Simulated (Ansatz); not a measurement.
Molecule: difluoro(methyl)borane, CH$_{3}$BF$_{2}$, net charge 0, singlet state. SMILES: CB(F)F
Geometry: optimised at B3LYP-D3(BJ)/def2-TZVP (Ansatz, an electronic-structure program).

Quantity: vertical ionisation energy (to the doublet state of charge +1; each state is the SCF solution reached for its spin), in eV. Valence correlation only, unless marked. UHF or UKS for open shells. No spin-orbit coupling. No relativistic terms. CBS marks a two-point X^-3 extrapolation of the correlation energy; Hartree-Fock from the larger set. The bracket is a focal-point correction in the basis named.

```tsv
level	program	vertical ionisation energy (eV)
PBE/def2-TZVPD	Ansatz	12.46
r2SCAN/def2-TZVPD	Ansatz	12.65
B3LYP/def2-TZVPD	Ansatz	___
PBE0/def2-TZVPD	Ansatz	12.91
BHLYP/def2-TZVPD	Ansatz	13.22
wB97M-V/def2-TZVPD	Ansatz	___
wB97X-V/def2-TZVPD	Ansatz	___
B2PLYP/def2-TZVPD	Ansatz	13.05
SCS-MP2/aug-cc-pVDZ	Ansatz	13.27
SCS-MP2/aug-cc-pVTZ	Ansatz	13.39
CCSD/aug-cc-pVDZ	Ansatz	13.22
CCSD/aug-cc-pVTZ	Ansatz	___
RI-MP2/CBS(aug-cc-pVTZ,aug-cc-pVQZ)+[CCSD(T)-MP2]/aug-cc-pVTZ	Ansatz	13.38
```

Q: Fill in the missing entries.

A: 
- B3LYP/def2-TZVPD, vertical ionisation energy (eV): 12.94
- wB97M-V/def2-TZVPD, vertical ionisation energy (eV): 13.10
- wB97X-V/def2-TZVPD, vertical ionisation energy (eV): 13.08
- CCSD/aug-cc-pVTZ, vertical ionisation energy (eV): 13.32
